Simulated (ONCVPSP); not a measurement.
u(r) = r·R(r): atom against pseudo-atom (magnesium)

Columns: radius, all-electron u(r) and pseudo u(r) of the 2p shell (level -46.61 eV) of magnesium in the configuration [He] 2s2 2p6 3s2; PBE, scalar-relativistic, ONCV scheme, ONCVPSP 4.0.1.

```tsv
r (bohr)	all-electron	pseudo
0.065	0.1547	0.0677
0.130	0.4320	0.2518
0.195	0.6948	0.5064
0.260	0.8987	0.7725
0.325	1.0373	0.9970
0.390	1.1172	1.1477
0.455	1.1494	1.2174
0.520	1.1457	1.2185
0.585	1.1164	1.1736
0.650	1.0698	1.1054
0.715	1.0123	1.0299
0.780	0.9485	0.9551
0.845	0.8819	0.8835
0.910	0.8149	0.8150
0.975	0.7492	0.7491
1.040	0.6860	0.6859
1.105	0.6259	0.6258
1.170	0.5693	0.5693
1.235	0.5167	0.5166
1.300	0.4679	0.4678
1.365	0.4229	0.4229
1.430	0.3817	0.3816
1.495	0.3440	0.3439
1.560	0.3096	0.3095
1.625	0.2783	0.2783
1.690	0.2500	0.2499
```

(1) How many radial nodes do the two functions have?

(2) At about which radius was the pseudo-wave matched?

(3) Is the pseudo-wave norm-conserving?

Results:

(1) The all-electron 2p function has n − l − 1 = 0; the pseudo-wave has 0.

(2) 1.00 bohr. The columns agree to 0.0005 from 0.91 bohr on; several derivatives are matched, so the curves merge somewhat inside the radius.

(3) Yes: the ONCV scheme keeps the norm inside the radius equal to the all-electron one, which fixes the energy derivative of the logarithmic derivative at the level.
